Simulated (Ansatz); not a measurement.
Start from `CBC` and change one atom or group to get `CB(C)N`.

Ansatz, PBE0-D4/def2-TZVP geometries, multiplicity 1. Each molecule was computed in one conformer, which needn't be the lowest.

| property | `CBC` |
| --- | --- |
| LUMO energy (ωB97M-V/def2-TZVPP) / eV | 1.36 |
| LUMO energy (PBE0/def2-TZVPP) / eV | -0.58 |
| HOMO–LUMO gap (B3LYP/def2-TZVPP) / eV | 7.65 |
| HOMO energy (PBE0/def2-TZVPP) / eV | -8.64 |
| LUMO energy (B3LYP/def2-TZVPP) / eV | -0.82 |
| HOMO–LUMO gap (PBE0/def2-TZVPP) / eV | 8.05 |

**Question.** What does the change do to each property? (Best estimate.)

**Answer.** Ansatz gave: 
```csv
property,`CB(C)N`,shift
LUMO energy (ωB97M-V/def2-TZVPP) / eV,2.07,0.71
LUMO energy (PBE0/def2-TZVPP) / eV,0.84,1.42
HOMO–LUMO gap (B3LYP/def2-TZVPP) / eV,8.33,0.68
HOMO energy (PBE0/def2-TZVPP) / eV,-8.07,0.57
LUMO energy (B3LYP/def2-TZVPP) / eV,0.50,1.32
HOMO–LUMO gap (PBE0/def2-TZVPP) / eV,8.91,0.86
```

With PBE0 the HOMO rises by 0.57 eV and the LUMO rises by 1.42 eV, so the gap widens by about 0.85 eV. PBE moves the HOMO by 0.55 eV and ωB97M-V by 0.49 eV. The zero-point energy changes by 54.0 kJ/mol with +6 modes.

B3LYP here is the variant with VWN-RPA as its local correlation; programs differ in this.
